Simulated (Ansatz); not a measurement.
Computed with Ansatz on PBE0-D4/def2-TZVP structures; ΔE is electronic, products minus reactants. CBS: MP2 limit from def2 TZ/QZ plus the TZ coupled-cluster correction, frozen cores. Functionals use def2-TZVPP. HSE06 is defined as in plane-wave codes. Each species was taken in one conformer, which may not be the lowest.

Reaction (isomerisation): `N#C[SiH2]CF` → `FC1C=N[SiH2]1`

```tsv
level	ΔE (kJ/mol)	difference from CCSD(T)/CBS
BLYP-D4	87.5	7.1
B97M-V	66.6	-13.8
PBE0-D4	55.1	-25.3
HSE06-D4	54.7	-25.7
r2SCAN0	61.9	-18.5
LC-ωPBE	59.6	-20.8
MP2/def2-SVP	100.9	20.5
SCS-MP2/def2-TZVPP	97.8	17.4
CCSD/def2-TZVPP	88.5	8.1
HF/def2-QZVPP	100.6	20.2
CCSD(T)/CBS	80.4	0
```

Largest T1 diagnostic among the species: 0.013.

From BLYP to BHLYP (50 % exact exchange), in def2-TZVPP and without D4, ΔE moves by −11.6 kJ/mol. The D4 term adds −3.2 kJ/mol with B3LYP and −1.4 kJ/mol with PBE0; it sums over pairs of atoms, weighted by their polarisabilities, and B3LYP, whose exchange is more repulsive, gets the larger term. In def2-TZVPP, CCSD(T) changes the Hartree–Fock value by −16.1 kJ/mol (the triples alone add −2.7 kJ/mol) and MP2 by −11.9 kJ/mol.

B3LYP here is the variant with VWN-RPA as its local correlation; programs differ in this.
